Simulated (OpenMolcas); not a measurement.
Ni2+ in MgO: curves along the breathing mode

Ni2+ with its 6 nearest oxide ions, on the Mg site of MgO (a = 4.2112 Å, distance in the model lattice 2.106 Å). The rest of the host is ab initio model potentials to 7.6 Å, with orthogonalisation functions on the cations behind the ligands, and point charges beyond; the distance is set by hand and nothing relaxes. Ligand basis ANO-RCC-VDZP.

```
Program             : OpenMolcas
Method              : CASSCF
Basis               : ANO-RCC-VDZP [5s4p2d1f]
Scalar Hamiltonian  : DKH2, point nucleus
Active space        : 8 electrons in 5 orbitals (3d)
State averaging     : 2S+1 = 3 even, 10 roots; 2S+1 = 1 even, 15 roots
Spin-orbit coupling : RASSI with atomic mean-field integrals over the reference wave functions
```

Spin-free energies (labels of O, the rotations of Oh) in cm-1 above the lowest fitted minimum, as all ligands move together:

```csv
R (Å),3A2,3T2,3T1,1E,1T2,1A1,3T1(2)
1.945,14830,25910,33340,33190,43440,44860,48090
1.991,7150,17250,24170,25460,34720,36840,38990
2.037,2350,11590,18040,20600,29010,31720,32980
2.082,210,8730,14750,18390,26070,29270,29830
2.128,470,8330,13970,18560,25610,29220,29190
2.174,3090,10390,15670,21100,27590,31550,31040
2.22,8040,14850,19810,25950,31970,36230,35320
```

Cubic fits give the following; the wavenumber is harmonic, with the mass of all moving ligands, small differences in it between states hang on the degree of the fit, a number in brackets counts states of one label, and the table is a selection of at most 14 states with clean curves.

| State | R0 (Å) | Breathing mode (cm-1) | Minimum (cm-1) |
| --- | --- | --- | --- |
| 3A2 | 2.100 | 640 | 0 |
| 3T2 | 2.112 | 647 | 8170 |
| 3T1 | 2.119 | 649 | 13910 |
| 1E | 2.101 | 638 | 18150 |
| 1T2 | 2.113 | 646 | 25470 |
| 1A1 | 2.105 | 639 | 28920 |
| 3T1(2) | 2.116 | 650 | 29100 |
| 1T1 | 2.111 | 645 | 31970 |
| 1E(2) | 2.121 | 653 | 37360 |
| 1T2(2) | 2.121 | 653 | 38010 |
| 1A1(2) | 2.117 | 650 | 69810 |

The minimum of 3T2 is shifted by +0.0119 Å against 3A2 (from the unrounded fits). With M = 96.0 u for the moving shell, the Huang-Rhys factor in this mode is S = M ω ΔR² / 2ħ = 0.01483 × 96.0 × 640 × 0.0119² = 0.13. Only the first shell moves, against a rigid host.

Without dynamic correlation the repulsion within the d shell is too large (B by tens of per cent), so at a given field states of lower spin stand too high. Ligand-to-metal charge-transfer states are missing. With no ligand orbital active B as a rule stays too high, so bands that hang on it stand too high and its fall with covalency is understated. With metal d orbitals alone and no dynamic correlation 10Dq can be off by a tenth to a fifth, either way, in oxide and fluoride hosts. No measured value stands beside these numbers.
